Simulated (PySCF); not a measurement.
This PySCF input asks for the NMR shieldings of SMILES C=C[C@@H]1OC(=O)O[C@H]1O[SiH3], C5H8O4Si; the geometry comes from GFN2-xTB.

```python
import basis_set_exchange as bse
import numpy as np
from pyscf import gto, dft
from pyscf.prop import nmr

atoms = """
C    -2.975847   -0.092236    0.753714
C    -2.015249    0.752550    0.432499
C    -0.737886    0.362389   -0.253712
O    -0.729076   -0.995150   -0.656357
C     0.115571   -1.705302    0.096560
O     0.265278   -2.876829    0.027730
O     0.780362   -0.901668    0.961839
C     0.496097    0.448707    0.691381
O     1.544760    1.089156    0.104081
Si    2.856926    0.371560   -0.585209
H    -3.868844    0.236359    1.255037
H    -2.909127   -1.140154    0.513690
H    -2.076286    1.807155    0.660796
H    -0.561181    0.988733   -1.135412
H     0.261269    0.947689    1.641714
H     2.446963   -0.545314   -1.651775
H     3.458301    1.597788   -1.082157
H     3.639212   -0.339115    0.419646
"""
names = dict.fromkeys(["C", "O", "Si", "H"], "pcSseg-1")
basis = {el: gto.basis.parse(bse.get_basis(n, elements=[el], fmt="nwchem")) for el, n in names.items()}
mol = gto.M(atom=atoms, basis=basis, charge=0, verbose=0)
mf = dft.RKS(mol, xc="PBE0")
mf.grids.level = 2
mf.grids.alignment = dft.numint.BLKSIZE   # the property module wants whole blocks of grid points
mf.conv_tol = 1e-9
mf.kernel()

calc = nmr.RKS(mf)   # GIAO
C = mf.mo_coeff
Co = C[:, mf.mo_occ > 0]
resp = mf.gen_response(singlet=True, hermi=2)
def vind(x):   # induced exchange potential for any number of trial vectors
    d = np.einsum("pi,xij,qj->xpq", C, 2 * x.reshape(-1, C.shape[1], Co.shape[1]), Co, optimize=True)
    return np.einsum("xpq,pi,qj->xij", resp(d - d.transpose(0, 2, 1)), C, Co, optimize=True).ravel()
mo1, _ = nmr.rhf.solve_mo1(calc, with_cphf=vind)
sigma = calc.kernel(mo1)
for i, s in enumerate(sigma):   # ppm
    print("%2d %-2s %9.2f" % (i, mol.atom_pure_symbol(i), np.trace(s) / 3))
```

Problem. What does it print?

Solution. 
```
 0 C      63.16
 1 C      46.36
 2 C      98.03
 3 O     174.58
 4 C      28.15
 5 O      27.90
 6 O     139.35
 7 C      85.50
 8 O     264.64
 9 Si    390.32
10 H      25.97
11 H      25.72
12 H      25.58
13 H      26.87
14 H      26.18
15 H      26.84
16 H      26.97
17 H      26.68
```

These numbers come from an equivalent density-fitted implementation of the same equations, which agrees with the script to about 0.01 ppm for H and up to a few tenths of a ppm for heavy atoms, so last digits may differ.

Problem. Turn these shieldings into chemical shifts. References, each an isolated molecule treated in the same way: $^{13}$C (σref 186.93), $^{29}$Si (σref 349.16), $^{1}$H (σref 31.72) vs TMS; $^{17}$O (σref 336.08) against H2O.

Solution. Averaging equivalent atoms: C 4: 158.8; C 1: 140.6; C 0: 123.8; C 7: 101.4; C 2: 88.9; O 5: 308.2; O 6: 196.7; O 3: 161.5; O 8: 71.4; Si 9: -41.2; H 12: 6.14; H 11: 5.99; H 10: 5.74; H 14: 5.54; H 15/16/17: 4.89; H 13: 4.84 ppm. Unscaled 17O shifts of doubly bonded oxygen tend to come out too high, by tens of ppm or more. Experimental scales use liquid or dissolved standards, which lie at an offset from isolated H2O (liquid H2O: subtract about 36 ppm).

Size and cost of the density-fitted run: 217 basis functions, 51 s wall time on 1 thread of an Arm Neoverse V2, shared host; peak memory 0.92 GiB.
